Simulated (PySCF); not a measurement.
Se(I)(OMe) (CH3IOSe), SMILES CO[Se]I.

The structure is a stationary point at B3LYP-D3(BJ)/def2-SVP. The def2 effective core potentials stand for the cores of I; spin–orbit coupling is left out. One conformer was computed; it need not be the lowest.

Two levels are set side by side: TDA-PBE/def2-SVPD (PySCF) and TDA-LC-ωPBE/def2-SVPD (PySCF). Vertical, same geometry. The lowest singlet is HOMO→LUMO 100 % with PBE and HOMO→LUMO 96 % with the other functional; states are paired by order. Differences are taken from unrounded values.

```tsv
quantity	TDA-LC-ωPBE	TDA-PBE	TDA-PBE minus TDA-LC-ωPBE
lowest singlet excitation (eV)	2.53	2.17	-0.37
lowest triplet excitation (TDA) (eV)	1.80	1.55	-0.25
first bright state (f over 0.05) (eV)	5.53	4.90	-0.63
its oscillator strength	0.20	0.07	-0.13
```

Functionals without exact exchange tend to place singlet excitations lower, as here. Differences between two approximate levels are no errors against the true value.

Rough cost on one machine, each run with all the roots and properties that it gave: TDA-LC-ωPBE against TDA-PBE about 3 times.
